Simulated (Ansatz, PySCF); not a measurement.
Bond stretch in GaH (anion, charge -1), lowest doublet found (which spin is the ground state isn't settled by this scan). Each curve is given relative to its own lowest point between 1.41 and 2.06 Å, where full CI is lowest.

| R / Å | A | B | C |
|---|---|---|---|
| 1.09 | 99.1 | 101.3 | 100.8 |
| 1.20 | 53.9 | 55.8 | 56.0 |
| 1.26 | 37.5 | 39.2 | 39.6 |
| 1.34 | 21.9 | 23.3 | 23.9 |
| 1.41 | 12.7 | 13.9 | 14.5 |
| 1.46 | 8.1 | 9.1 | 9.6 |
| 1.51 | 4.8 | 5.6 | 6.1 |
| 1.55 | 2.9 | 3.5 | 3.9 |
| 1.60 | 1.2 | 1.7 | 2.0 |
| 1.67 | 0.1 | 0.3 | 0.5 |
| 1.72 | 0.0 | 0.0 | 0.0 |
| 1.82 | 0.9 | 0.5 | 0.3 |
| 1.91 | 2.7 | 2.0 | 1.5 |
| 2.06 | 6.6 | 5.5 | 4.8 |
| 2.25 | 12.2 | 10.7 | 10.1 |
| 2.43 | 17.4 | 15.8 | 15.4 |
| 2.69 | 23.9 | 22.4 | 22.9 |
| 3.00 | 29.6 | 29.1 | 30.7 |
| 3.38 | 34.2 | 35.4 | 37.7 |
| 3.86 | 37.8 | 41.0 | 43.1 |
| 4.47 | 40.4 | 45.7 | 46.9 |
| 5.17 | 41.9 | 48.9 | 49.2 |

Energies in kcal/mol.

Question: Match the curves with the methods CCSDT on ROHF/aug-cc-pVTZ, cores with 3d frozen (Ansatz, a first-principles code); UHF/aug-cc-pVTZ in Ansatz; unrestricted B3LYP/6-31G*, spherical d (PySCF).

Answer: A is UHF; B is ROCCSDT; C is UKS-B3LYP/6-31G*.

The unrestricted determinant behind UHF is spin-contaminated at 1.09 to 1.41, 3.00 to 5.17 Å (<S²> up to 1.7, against 0.75 for a pure doublet). Where the anion isn't bound against loss of the electron, the finite basis alone holds it. The T1 diagnostic of CCSD on the restricted reference of ROCCSDT exceeds 0.045 at 3.86 to 5.17 Å. The unrestricted determinant behind UKS-B3LYP/6-31G* is spin-contaminated at 3.38 to 5.17 Å (<S²> up to 1.3, against 0.75 for a pure doublet).
